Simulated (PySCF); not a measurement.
# Excitation energy of Ba⁺ by level of theory

Ba⁺ [Xe] 6s1 (2S) → Ba⁺ [Xe] 5d1 (2D), as a difference of total energies. All numbers are calculated (PySCF 2.14, the spin-free X2C one-electron Hamiltonian (Gaussian nucleus), in ANO-RCC-VTZP (8s7p4d2f1g, 72 functions)). Correlated levels: valence and next inner shell: [Kr] 4d10 frozen. The calculations carry no spin-orbit coupling.

| method | excitation energy (eV) |
| --- | --- |
| UHF | 0.924 |
| MP2 (valence and next inner shell) | 0.910 |
| SCS-MP2 (valence and next inner shell) | 0.888 |
| CCSD (valence and next inner shell) | 0.852 |
| CCSD(T) (valence and next inner shell) | 0.861 |

Task: How much does correlation contribute at CCSD(T) (valence and next inner shell)?

Result: 0.861 − (0.924) = -0.063 eV, measured against UHF.

Errors of the correlated levels include the incompleteness of this basis and the frozen core.

For comparison: 0.664 eV (measured; NIST levels, between the centres of gravity of the two terms).
